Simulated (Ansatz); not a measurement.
Input for Ansatz (an electronic-structure program): FCI/cc-pVTZ on CH (SMILES [CH]), 2S+1 = 2, a spin state set in the input, which need not be the lowest, at the other state's geometry.

Ansatz 0.2 input:
```yaml
crystal:
  periodic: [false, false, false]
  atoms:
    - {symbol: C, position_ang: [-0.00000000, -0.00000000, -0.15625742]}
    - {symbol: H, position_ang: [0.00000000, 0.00000000, 0.93754450]}
basis:
  gaussian:
    orbitals: cc-pVTZ
magnetization: {spin_polarized: false, initial_magnetization: 1}
correlation: {method: fci, electrons: outside_noble_gas}
```

**Question.** Predict the final total energy.

**Answer.** -38.4106 hartree.

**Question.** How many basis functions does it have, and what does it roughly cost on one machine?

**Answer.** 44 functions; around 70 core-seconds (rough).
